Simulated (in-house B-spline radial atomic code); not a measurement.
Computed with a B-spline radial atomic code. Model: two electrons, singlet ground state, non-relativistic, full CI in B-splines with partial waves to l = 8 (at full coupling up to 3e-4 hartree above the limit, correlation up to 0.6 % small), density held at that of full coupling by Lieb maximisation.

W(λ) is the mean repulsion in the state of coupling λ less the Hartree energy of the fixed density. Its start is exact exchange, its initial slope is twice the second-order Görling-Levy correlation energy, and its area from 0 to 1 is E_xc. A straight curve means weak, dynamic correlation, and a curve that drops fast and flattens means strong correlation.

Command:
```bash
python run_ac.py task.json out
```
Settings (lengths in bohr, energies in hartree):
```
potential              coulomb
strength               7.34
lmax                   8
wall_radius            0.761
```

Time taken, with all properties: 4.7 s on 1 thread of Intel(R) Xeon(R) Processor @ 2.30GHz (shared host).

**W = mean repulsion less Hartree energy, and W of three functionals.**

Given: confinement point charge; nuclear charge 7.34; hard wall radius 0.761 bohr; external potential -Z/r.

Computed: LDA exchange minus exact 637.13 millihartree; PBE exchange minus exact 98.363 millihartree.

```
coupling  W xc (hartree)  W xc minus exchange (millihartree)  kinetic minus Kohn-Sham (millihartree)  LDA (PW92) W minus its exchange (millihartree)  PBE W minus its exchange (millihartree)  SCAN W minus its exchange (millihartree)
       0         -4.4633                                   0                                       0                                               0                                        0                                         0
    0.02         -4.4651                              -1.857                                       0                                          -15.48                                    -1.93                                     -1.86
    0.05         -4.4679                              -4.636                                     0.1                                           -33.1                                    -4.84                                     -4.62
    0.12         -4.4744                             -11.086                                     0.7                                          -66.79                                   -11.66                                    -10.99
    0.25               ?                                   ?                                       ?                                               ?                                        ?                                         ?
     0.4         -4.4997                             -36.428                                     7.2                                         -166.78                                   -39.06                                    -35.66
     0.6         -4.5174                             -54.095                                    16.1                                         -223.31                                   -58.49                                    -52.64
     0.8         -4.5347                             -71.412                                    28.2                                         -273.09                                   -77.67                                    -69.18
       1         -4.5517                             -88.388                                    43.5                                         -318.07                                   -96.58                                     -85.3
     1.4         -4.5846                             -121.36                                      83                                         -397.73                                  -133.47                                   -116.41
       2         -4.6318                             -168.49                                     163                                         -499.45                                  -186.42                                   -160.56
       3               ?                                   ?                                       ?                                               ?                                        ?                                         ?
     4.5         -4.8025                             -339.16                                   709.7                                         -804.99                                   -378.3                                   -319.12
       7         -4.9404                             -477.06                                  1496.8                                         -1015.6                                  -533.13                                   -447.49
      10         -5.0742                             -610.93                                  2627.3                                         -1205.1                                  -684.13                                   -573.65
```

Q: What belongs in the row 0.25?

A: W xc (hartree): -4.4862; W xc minus exchange (millihartree): -22.942; kinetic minus Kohn-Sham (millihartree): 2.9; LDA (PW92) W minus its exchange (millihartree): -117.61; PBE W minus its exchange (millihartree): -24.39; SCAN W minus its exchange (millihartree): -22.59.

Q: What belongs in the row 3?

A: W xc (hartree): -4.7047; W xc minus exchange (millihartree): -241.38; kinetic minus Kohn-Sham (millihartree): 344.7; LDA (PW92) W minus its exchange (millihartree): -638.88; PBE W minus its exchange (millihartree): -268.42; SCAN W minus its exchange (millihartree): -228.41.

Q: What is the SCAN exchange minus exact?

A: 2.1649 millihartree.

**Energy parts, natural occupations and partial-wave weights.**

Computed: correlation energy -0.044934 hartree; kinetic part of the DFT correlation energy 0.043454 hartree; initial slope twice GL2 -0.092946 hartree; kinetic part over minus potential part 0.49163; Hartree energy 8.9266 hartree; Kohn-Sham kinetic 51.088 hartree; Lieb Oxford ratio E_xc over LDA exchange 1.1783.

```csv
natural,occupation of the shell (electrons)
s,1.9991
p,0.00057651
s,0.00030043
d,?
p,2.0524e-05
s,6.0624e-06
```

Q: What belongs in the row d?

A: occupation of the shell (electrons): 3.1744e-05.

```csv
wave,weight
s,0.99968
p,?
d,1.7741e-05
f,2.6344e-06
g,6.3025e-07
```

Q: What belongs in the row p?

A: weight: 0.00029948.

Q: What is the total energy?

A: -49.2097 hartree.

Q: What is the exchange energy?

A: -4.4633 hartree.

Half-way to full coupling W has made 51 % of its drop, against 50 % for a straight line, and second-order (GL2) theory, half the initial slope, overshoots the correlation energy by about 3 %: correlation is weak here. Over couplings 0 to 1 the errors in E_xc come to about +497 millihartree for LDA, +95 millihartree for PBE, +3.4 millihartree for SCAN, so SCAN is nearest. In LDA and PBE the errors of exchange and correlation have opposite signs, so the sum is smaller than the larger of the two.
